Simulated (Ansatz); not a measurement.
Ag2F. The state is a doublet with charge 0. Geometry PBE-D4/def2-TZVP, basis def2-TZVP, Ansatz.

Cartesian coordinates in Å:
```
Ag -0.040 0.700 0.128
Ag 1.586 -1.185 1.046
F -1.546 0.485 -1.174
```

| run | HOMO (eV) | LUMO (eV) |
| --- | --- | --- |
| A | -6.39 | -4.77 |
| B | -6.06 | -5.10 |
| C | -6.71 | -4.45 |
| D | -7.87 | -3.62 |
| E | -5.91 | -5.36 |

In the def2 sets Ag takes a core potential; there is no spin–orbit coupling. No other spin state of charge 0 was run. Another isomer (doublet) lies 0.28 eV lower at PBE0-D4/def2-TZVP; other spin states weren't run for this one.

HOMO and LUMO are taken over both spins.

The runs used CAM-B3LYP, PBE, PBE0, r2SCAN, r2SCANh. Estimate which is which.

A r2SCANh (10 % exact exchange); B r2SCAN (0 % exact exchange); C PBE0 (25 % exact exchange); D CAM-B3LYP (range-separated); E PBE (0 % exact exchange). Exact exchange lowers occupied and raises empty levels; among semilocal functionals meta-GGAs tend to open the gap a little, and such runs are hard to tell apart. The gap grows from 0.55 eV (PBE) to 4.25 eV (CAM-B3LYP).
